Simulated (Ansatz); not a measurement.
Consider the formal hydrolysis of the Si–Se bond: `O[Si](O)(F)[SeH]` + H₂O → `O[Si](O)(O)F` + H₂Se.

Calculated with Ansatz (gas phase, PBE0-D4/def2-TZVP geometries, no zero-point term in ΔE). CBS: MP2 limit from def2 TZ/QZ plus the TZ coupled-cluster correction, frozen cores. This one scheme is used for every species. Functionals use def2-TZVPP. For Se outer-core shells are correlated without core-valence functions, which leaves a few kJ/mol of doubt a bond. Scalar relativity is left out up to krypton. Each species was taken in one conformer, which may not be the lowest.

`O[Si](O)(F)[SeH]`:

```xyz
8

O     1.101   -1.096    0.108
Si   -0.013    0.045   -0.222
O    -0.939   -0.549   -1.410
F     0.725    1.377   -0.680
Se   -1.325    0.617    1.525
H     1.641   -0.993    0.893
H    -0.584   -1.288   -1.908
H    -0.607    1.886    1.693
```

H₂O:

Cartesian coordinates in Å:
```
O -0.274 -0.255 -0.106
H -0.363 0.476 0.509
H 0.638 -0.221 -0.403
```

`O[Si](O)(O)F`:

Cartesian coordinates in Å:
```
O 0.031 -1.543 -0.382
Si 0.060 0.009 0.079
O 0.622 0.931 -1.127
O -1.430 0.489 0.491
F 1.023 0.159 1.340
H -0.261 -2.202 0.248
H 1.509 0.771 -1.451
H -1.552 1.386 0.803
```

H₂Se:

Cartesian coordinates in Å:
```
Se -0.294 0.591 -0.182
H -0.749 -0.801 -0.105
H 1.043 0.211 0.287
```

| level | ΔE (kcal/mol) |
| --- | --- |
| r2SCAN-D4 | -14.0 |
| BLYP | -14.9 |
| r2SCAN0 | -14.7 |
| CCSD/CBS(def2) | -14.0 |

(1) What does CCSD(T)/CBS give? (Estimate.)

(2) What do rigid-rotor, harmonic-oscillator terms from PBE0-D4/def2-TZVP frequencies (298.15 K, 1 bar) make of the CCSD(T)/CBS value? (Estimate.)

Largest T1 diagnostic among the species: 0.011.

Answers

(1) The calculation gave: -13.1 kcal/mol. The listed levels differ from it by -0.9, -1.8, -1.6, -0.9 kcal/mol.

(2) Ansatz gave: ΔZPE = -1.2 kcal/mol, ΔH = -14.9 kcal/mol, ΔS = -12 J/(mol·K), ΔG = -14.0 kcal/mol.

At CCSD(T), def2-SVP lies −2.5 kcal/mol from the extrapolated value and def2-TZVPP −1.8 kcal/mol. From PBE to PBE0 (25 % exact exchange), in def2-TZVPP and without D4, ΔE moves by −1.2 kcal/mol.
